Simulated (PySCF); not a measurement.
Species: C4H6ClNSi.
Atom-mapped SMILES: `[CH3:1]/[C:2](=[CH:3]\[Cl:4])[SiH2:5][C:6]#[N:7]` (hydrogens: H8, H9, H10 on C1; H11 on C3; H12, H13 on Si5)

Computed with TDDFT B3LYP/def2-SVPD, vertical, gas phase, core orbitals frozen in the response (PySCF 2.14.0, density-fitted response routines). Geometry: GFN2-xTB, one conformer, isolated molecule. Torsions of this conformer, `[CH3:1]/[C:2](=[CH:3]\[Cl:4])[SiH2:5][C:6]#[N:7]`: C1–C2–Si5–C6 61°.

Broadening: Gaussians 0.25 eV wide at half height, area fixed by f = 4.319×10⁻⁹ ∫ε dν̃. The width is an assumption, not a result. The curve ends short of the highest state used, and states not computed would add to its high-energy end.

```tsv
λ (nm)	ε (L mol⁻¹ cm⁻¹)
191.8	5133
192.8	8655
193.9	13902
194.9	19440
195.9	24863
196.9	29196
197.9	31628
198.9	31780
199.9	29787
201.0	25772
202.0	21266
203.0	16670
204.0	12517
205.0	9134
206.0	6661
207.0	5086
208.1	4242
209.1	4068
210.1	4216
211.1	4460
212.1	4614
213.1	4560
214.1	4264
215.2	3697
216.2	3048
217.2	2368
218.2	1736
219.2	1202
220.2	788
221.2	489
222.3	272
223.3	152
224.3	80
225.3	41
226.3	20
227.3	9
```

Question: Locate the maxima and give the states behind the curve.

Answer: 212 nm (5.84 eV), ε about 4600, made up of S1 (97%); 198 nm (6.25 eV), ε about 32000, made up of S2 (17%) and S3 (83%) (ε in L mol⁻¹ cm⁻¹; maxima over ε = 5, shares over 10%). The states used: S1 5.83 eV (f 0.042); S2 6.15 eV (f 0.078); S3 6.27 eV (f 0.251); S4 6.58 eV (f 0.0026); S5 6.61 eV (f 0.0007); S6 6.92 eV (f 0.013); S7 6.99 eV (f 0.0025); S8 7.06 eV (f 0.0008).

Question: What would ε be at 6.25 eV, the highest of these maxima, with half the width (0.125 eV)?

Answer: About 53900 L mol⁻¹ cm⁻¹ against 32000, a factor of about 1.7; a lone state at its own centre would give exactly 2.

Question: On this curve, what absorbance would a 10⁻⁴ mol/L sample give at 193 nm over a 1 cm path?

Answer: 193 nm is 6.424 eV, where ε is about 9500 L mol⁻¹ cm⁻¹, so A = ε c l ≈ 0.95 (Beer–Lambert, with the gas-phase spectrum and the assumed width).

Question: Coming from long wavelengths, where does ε first pass 100 L mol⁻¹ cm⁻¹?

Answer: At about 224 nm (5.54 eV), 0.29 eV below S1.

Hardware: an Arm Neoverse V1 with one thread, on a shared host. Cost: 31 s wall.
